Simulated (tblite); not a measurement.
Compound: C5H7O2S (doublet state).
Structure used (GFN2-xTB), in Å, numbered top down from 1:
```xyz
15
C5H7O2S angstrom
C      2.3991   -0.1191   -0.7887
O      1.0878    0.4014   -0.7671
C      0.4054    0.1815    0.4186
S     -0.1793   -1.5624    0.5575
C     -1.7713   -1.1735    0.0557
C     -2.0126    0.2605   -0.1999
C     -0.8688    1.0435    0.3803
O     -0.8873    2.1803    0.7583
H      3.0158    0.3371   -0.0071
H      2.8042    0.1237   -1.7681
H      2.3867   -1.2057   -0.6508
H      1.0254    0.4064    1.2965
H     -2.4227   -1.9655   -0.2471
H     -2.0197    0.4919   -1.2767
H     -2.9672    0.6079    0.2053
```

The geometry is computed with GFN2-xTB (gas phase). This method treats the open shell by occupation alone, without spin polarisation.

Masses are those of the commonest isotopes; rigid-rotor values at the optimised geometry. The values belong to one conformer with, in the numbering `[CH3:1][O:2][C@@H:3]1[S:4][CH:5][CH2:6][C:7]1=[O:8]`, C1–O2–C3–S4 -76°, O2–C3–S4–C5 -99°, C3–S4–C5–C6 -2°, S4–C5–C6–C7 -14°, C5–C6–C7–O8 -154°.

**Question.** Give the principal moments of inertia and the rotational constants in cm⁻¹.

**Answer.** Ia = 226.04, Ib = 285.45, Ic = 442.79 u·Å²; 505379 MHz·u·Å²/I gives 2236, 1770 and 1141 MHz, that is A = 0.07458, B = 0.05906, C = 0.03807 cm⁻¹.

**Question.** Classify the top.

**Answer.** An asymmetric top. Ray's parameter κ = (2B − A − C)/(A − C) = 0.150; −1 is the prolate and +1 the oblate limit.

**Question.** Is it planar, by Δ = Ic − Ia − Ib?

**Answer.** Not planar: Δ = Ic − Ia − Ib = -68.70 u·Å². For a rigid frame Δ = −2 Σ m c², so Σ m c² = 34.35 u·Å² lies off the ab plane: 8.04 from hydrogen and 26.31 from heavier atoms. The atom farthest from that plane is 1.77 Å away.

**Question.** Give the other two planar moments, Paa and Pbb, and the rms extents of the mass along the axes.

**Answer.** Paa = Σ m a² = (Ib + Ic − Ia)/2 = 251.10 and Pbb = Σ m b² = (Ia + Ic − Ib)/2 = 191.69 u·Å². With the mass M = 131.02 u, the rms extents √(P/M) along a, b and c are 1.38, 1.21, 0.51 Å.

**Question.** Where do the levels up to J = 3 lie, in MHz?

**Answer.** Above 0(0,0):
J = 1: 1(0,1) 2912, 1(1,1) 3377, 1(1,0) 4006
J = 2: 2(0,2) 8393, 2(1,2) 8572, 2(1,1) 10459, 2(2,1) 11855, 2(2,0) 12198
J = 3: 3(0,3) 16138, 3(1,3) 16185, 3(1,2) 19820, 3(2,2) 20591, 3(2,1) 21924, 3(3,1) 24669, 3(3,0) 24808

For this open shell read J as N, the rotation without spin; fine and hyperfine splittings come on top. Its GFN2-xTB frequencies are all real (lowest 49 cm⁻¹). Constants of a rigid frame at the computed geometry: no zero-point averaging, no centrifugal distortion.

The run took 0.94 s wall on an Arm Neoverse V1 with one thread, shared host with 64 logical CPUs at a one-minute load of 28. This is the geometry optimisation.
